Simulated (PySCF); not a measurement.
# Calcium: a sound run and one with changed settings

Sound run: Ca²⁺ [Ar], Ca³⁺ [Ne] 3s2 3p5. Computed with PySCF 2.14 in pcseg-2, with the non-relativistic Hamiltonian (point nucleus). The sound run starts from symmetry-adapted Hartree-Fock orbitals and uses a fine grid where one is needed.

Changed run: radial step 1.2 in ln r (0.13 in the sound run). This setting is unsound on purpose.

```csv
species,method,sound run (hartree),changed run (hartree),converged
Ca²⁺,UHF,-676.13987,-676.13987,yes
Ca²⁺,LDA,-675.06293,-678.25839,yes
Ca²⁺,M06-2X,-676.90893,-678.57181,yes
Ca³⁺,UHF,-674.31359,-674.31359,yes
Ca³⁺,LDA,-673.18263,-676.20565,yes
Ca³⁺,M06-2X,-675.03395,-676.63469,yes
```

Ionisation energy of Ca²⁺:

```csv
method,sound run (eV),changed run (eV)
UHF,49.696,49.696
LDA,51.166,55.858
M06-2X,51.021,52.712
```

A coarse radial grid mis-integrates the density and the exchange-correlation energy, with errors of either sign; Hartree-Fock needs no grid.

For comparison, NIST gives 50.913 eV between the lowest levels.
